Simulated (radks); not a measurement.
The numbers below are computed, except where a source is named.
These are the eigenvalues of the occupied orbitals of an atom or ion with whole-number occupations (Ry). Level of theory: scalar-relativistic Kohn-Sham, exchange-only LDA, spin-polarised, spherical densities, point nucleus (a radial shooting solver on a logarithmic mesh with Libxc functionals).

1s up: -3247.281

Which element is it, and in what charge state? The configuration may be excited. Open shells, if any, are filled with parallel spins first.

Answer. Z = 56, barium, charge +55: Ba55+ in 1s1. The 1s level, -1623.6 hartree, gives Z - s = 57.0 by -(Z - s)^2/2, which with screening and relativity narrows Z to a few neighbours, and with so few levels the electron count can be read from the list.
